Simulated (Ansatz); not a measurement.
Cost and result for the atomization energy of `N[SiH2]N[SiH2]N` (14 atoms, 13 bonds).

```tsv
atom	x (Å)	y (Å)	z (Å)
N1	-1.4417	-0.1144	2.2764
Si2	-1.0312	0.8928	0.9506
N3	-0.4613	-0.0696	-0.3567
Si4	0.8954	0.1377	-1.3940
N5	1.7215	-1.3542	-1.5735
H6	-0.7499	-0.6654	2.7574
H7	-2.2010	0.1425	2.8849
H8	0.0536	1.8835	1.1907
H9	-2.2946	1.6260	0.6605
H10	-1.0517	-0.8594	-0.5874
H11	1.6735	1.2483	-0.7799
H12	0.5415	0.5152	-2.7905
H13	2.1689	-1.8094	-0.7948
H14	2.1770	-1.5736	-2.4437
```

The species carries charge 0 and has multiplicity 1. The structure was optimised at the PBE0-D4/def2-TZVP level. It is one conformer, not always the lowest. Program: Ansatz. All runs use 4 threads of an Arm Neoverse V1 on a shared host. Times are those of one run each, without the atoms' runs, and a repeat can differ threefold. Electronic energies, without spin–orbit coupling; frozen cores. CCSD(T)/CBS adds CCSD(T) − MP2 in def2-TZVPP to the MP2 limit, and its time is that of the two runs behind it. T1 = 0.010.

CCSD(T)/CBS is a level of theory with its own doubt, some kJ/mol a heavy atom from the limit and from the frozen cores, so smaller differences don't rank the functionals.

```
                             level  functions  wall time  atomization (kJ/mol)  difference from CCSD(T)/CBS  per bond
                BLYP-D4/def2-TZVPP        303        3 s                4771.2                         -5.5      -0.4
   PBE-D4/def2-TZVPP (with forces)        303      3.6 s                4788.3                         11.6       0.9
               BHLYP-D4/def2-TZVPP        303      4.5 s                4668.7                       -108.0      -8.3
           CAM-B3LYP-D4/def2-TZVPP        303      5.5 s                4810.6                         33.9       2.6
r2SCAN-D4/def2-TZVPP (with forces)        303        7 s                4728.3                        -48.4      -3.7
             r2SCANh-D4/def2-TZVPP        303        8 s                4703.2                        -73.5      -5.7
                 B2PLYP/def2-TZVPP        303      8.5 s                4714.8                        -61.9      -4.8
                  CCSD(T)/def2-SVP        123       10 s                4347.3                       -429.4     -33.0
                ωB97X-V/def2-TZVPP        303       11 s                4802.2                         25.5       2.0
  ωB97M-V/def2-TZVPP (with forces)        303       16 s                4792.2                         15.5       1.2
                    MP2/def2-QZVPP        581       44 s                4740.9                        -35.8      -2.7
                CCSD(T)/def2-TZVPP        303     17 min                4615.1                       -161.6     -12.4
                 CCSD(T)/CBS(def2)          –     18 min                4776.7                          0.0       0.0
```

From r2SCAN to r2SCAN0 (25 % exact exchange), in def2-TZVPP and without D4, the atomization energy moves by −62.5 kJ/mol: exact exchange takes away binding that semilocal exchange gives to molecules. In def2-TZVPP, CCSD(T) changes the Hartree–Fock value by +1271.9 kJ/mol (the triples alone add +60.2 kJ/mol) and MP2 by +1300.0 kJ/mol; breaking electron pairs costs correlation energy, which Hartree–Fock lacks. The D4 term adds +47.9 kJ/mol with B3LYP and +25.3 kJ/mol with PBE0; it sums over pairs of atoms, weighted by their polarisabilities, and B3LYP, whose exchange is more repulsive, gets the larger term.

B3LYP here is the variant with VWN-RPA as its local correlation; programs differ in this.
